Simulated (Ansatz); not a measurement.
Frontier orbitals of `CCBCF`.

Charge 0, multiplicity 1. Geometry: relaxed with PBE0-D4/def2-TZVP. It is one conformer, not always the lowest. Basis def2-TZVPP, Ansatz.

| functional | HOMO (eV) | LUMO (eV) |
| --- | --- | --- |
| PBE0 | -8.56 | -1.00 |

Task: Give HOMO and LUMO (eV) with LDA (SPW92), PBE, revPBE, BLYP, r2SCAN, B97M-V, B3LYP, r2SCANh, r2SCAN0, HSE06 (plane-wave form), BHLYP, CAM-B3LYP, LC-ωPBE, ωB97X-V, ωB97M-V, HF. (An estimate is asked.)

Result: Ansatz gave: 
```
             functional    HOMO   LUMO
            LDA (SPW92)   -7.13  -2.26
                    PBE   -7.00  -2.01
                 revPBE   -6.95  -1.89
                   BLYP   -6.95  -1.88
                 r2SCAN   -7.33  -1.61
                 B97M-V   -7.49  -1.67
                  B3LYP   -8.36  -1.25
                r2SCANh   -7.91  -1.27
                r2SCAN0   -8.76  -0.77
HSE06 (plane-wave form)   -8.15  -1.39
                  BHLYP  -10.02   0.02
              CAM-B3LYP  -10.04   0.08
                LC-ωPBE  -11.37   1.32
                ωB97X-V  -11.02   1.19
                ωB97M-V  -10.91   0.93
                     HF  -12.16   2.46
```

B3LYP here is the variant with VWN-RPA as its local correlation; programs differ in this. LC-ωPBE has ω = 0.4 bohr⁻¹. Positive LUMOs are unbound and depend on the basis.
